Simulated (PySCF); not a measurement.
# Spectroscopy problems

Method: geometry from GFN2-xTB, shielding tensors at PBE0/pcSseg-1 (GIAO), in PySCF (one computed conformer, in vacuum, non-relativistic Hamiltonian, one averaged value for each set of equivalent atoms).

Referencing at the same level of theory: TMS for ¹H (σref 31.72) and ¹³C (σref 186.93). Splittings of carbon signals by F and P are missing where no couplings were computed. Where no couplings were computed, multiplicities follow the n + 1 count of equivalent neighbours, and m marks all less simple cases (inequivalent or close neighbours, rings, F or P nearby). Shifts are as computed. Against solution values, carbons near 30 ppm lie about +3 ppm off and those near 130 ppm about +5 ppm (rms about the fit 2.1 ppm; single classes can miss by 10 ppm). Of 1328 compounds with measured shifts, 309 miss one by over three times the rms of a fit or turn the order of signals round; such compounds aren't used in these exercises. Signals without a measured value on file couldn't be tested in this way; 1H shifts scatter by 0.2 ppm about their fit, and single ones miss by 0.5 ppm. OH and NH positions are gas-phase values without hydrogen bonding to other molecules.

Question: C$_{5}$H$_{6}$N$_{2}$O. ¹H NMR (600 MHz, computed): δ 9.18 (d, 1H), 7.38 (m, 1H), 6.97 (d, 1H), 4.41 (s, 3H). ¹³C{¹H} NMR (computed): δ 171.1 (C), 150.4 (CH), 132.2 (CH), 119.3 (CH), 57.0 (CH3). Give a structure.

Answer: `c1(OC)cccnn1`. Rings plus π bonds: 4 (1 ring in the answer). 5 carbon signals for 5 carbons: no two carbons are equivalent. Carbon types of the structure: 1 × C, 3 × CH, 1 × CH3, which accounts for all hydrogens. δC 171.1: aromatic carbon bearing oxygen; σ withdrawal by the attached heteroatom moves it downfield of the ring CH carbons. δC 150.4: aromatic CH next to a ring nitrogen; the adjacent pyridine-type nitrogen withdraws density from it. δC 132.2, 119.3: aromatic CH. δH 9.18: hydrogen on an aromatic CH next to a ring nitrogen; ring current plus the neighbouring ring nitrogen.

This is the structure that produced the data.

Question: C$_{4}$H$_{5}$FO$_{3}$Si. ¹H NMR (400 MHz, computed): δ 7.47 (m, 1H), 6.50 (m, 1H), 5.13 (s, 1H), 2.28 (br s, 2H). ¹³C{¹H} NMR (computed): δ 174.1 (C), 150.7 (CH), 145.3 (C), 107.8 (CH). Give a structure.

Answer: SMILES C1=COC([SiH](O)O)=C1F. Rings plus π bonds: 3 (1 ring in the answer). 4 carbon signals for 4 carbons: no two carbons are equivalent. Carbon types of the structure: 2 × C, 2 × CH, leaving 3 H on heteroatoms. δC 174.1: aromatic carbon bearing fluorine; an ipso carbon deshielded by its heteroatom. δC 150.7: aromatic CH next to the ring oxygen. δC 145.3: substituted aromatic carbon next to the ring oxygen. δC 107.8: aromatic CH.

The data come from this structure; uniqueness wasn't tested.
